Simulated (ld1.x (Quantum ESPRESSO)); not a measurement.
# An odd input for ld1.x (Quantum ESPRESSO) 7.5 (aluminium)

Command:

```bash
ld1.x < Al.in > Al.out
```

Input:

```
&input
   title='Al', zed=13., rel=1, dft='PZ', iswitch=3,
   config='[Ne] 3s2 3p0.5 3d-2',
   nld=3, rlderiv=3.30, eminld=-3.0, emaxld=5.0, deld=0.02
 /
 &inputp
   pseudotype=3, tm=.true., lloc=-1, rcloc=2.95,
   nlcc=.true.,
   which_augfun='PSQ', rmatch_augfun_nc=.true.,
   file_pseudopw='Al.UPF', file_wfcaegen='ae.wfc', file_wfcncgen='nc.wfc', file_beta='beta', file_chi='chi', file_wfcusgen='us.wfc'
 /
6
3S  1  0   2.00   0.00  1.35  1.65  0.0
3S  1  0   0.00   0.50  1.35  1.65  0.0
3P  2  1   0.50   0.00  2.90  3.05  0.0
3P  2  1   0.00   4.10  2.90  3.05  0.0
3D  3  2  -2.00   -9.0  2.30  2.80  0.0
3D  3  2  -2.00   1.40  2.30  2.80  0.0
 &test
   configts(1)='3s2 3p0.5'
 /
```

Output (end):

```
     final scf error:  4.8E-15 reached in  24 iterations

     Etot =    -483.371280 Ry,    -241.685640 Ha,   -6576.601294 eV

     Ekin =     483.748917 Ry,     241.874459 Ha,    6581.739318 eV
     Encl =   -1154.518176 Ry,    -577.259088 Ha,  -15708.020005 eV
     Eh   =     222.170605 Ry,     111.085302 Ha,    3022.785071 eV
     Exc  =     -34.772626 Ry,     -17.386313 Ha,    -473.105679 eV

     normalization and overlap integrals

     s(1S/1S) =  1.000000  <r> =   0.1206  <r2> =    0.0196  r(max) =   0.0789
     s(2S/2S) =  1.000000  <r> =   0.6290  <r2> =    0.4749  r(max) =   0.4954
     s(2P/2P) =  1.000000  <r> =   0.6045  <r2> =    0.4652  r(max) =   0.4264
     s(3S/3S) =  1.000000  <r> =   2.4523  <r2> =    6.9877  r(max) =   2.0341
     s(3P/3P) =  1.000000  <r> =   3.1169  <r2> =   11.4769  r(max) =   2.5157

     ------------------------ End of All-electron run ------------------------

     --------------------- Generating US pseudopotential ---------------------

      Generating local potential from pseudized AE potential:
      Matching radius rcloc =   2.9500

      Local pseudo, rcloc= 2.960 Estimated cut-off energy=     2.67 Ry

      Computing core charge for nlcc:

       r > 1.31 : true rho core
       r < 1.31 : rho core = a sin(br)/r    a=   1.84  b=   2.07

      Integrated core pseudo-charge :   1.49
      Wfc-us  3S rcutus= 1.665  Estimated cut-off energy=    14.99 Ry
      Wfc-us  3S rcutus= 1.665  Estimated cut-off energy=    16.75 Ry
      Wfc-us  3P rcutus= 3.035  Estimated cut-off energy=     8.37 Ry
      Wfc-us  3P rcutus= 3.035  Estimated cut-off energy=    10.80 Ry
      Wfc-us  3D rcutus= 2.815  Estimated cut-off energy=    25.14 Ry
      l=   2 integral=    0.000023116 r(ikk)     3.190094827

 %%%%%%%%%%%%%%%%%%%%%%%%%%%%%%%%%%%%%%%%%%%%%%%%%%%%%%%%%%%%%%%%%%%%%%%%%%%%%%
     Error in routine compute_chi (1):
     chi too large beyond r_c
 %%%%%%%%%%%%%%%%%%%%%%%%%%%%%%%%%%%%%%%%%%%%%%%%%%%%%%%%%%%%%%%%%%%%%%%%%%%%%%

     stopping ...
```

Task: This input was made by a single change from one that runs to its end. What was changed?

Result: The change: energy of the extra wave 3D set to -9.0 Ry. The program stops during the generation: "compute_chi: chi too large beyond r_c".
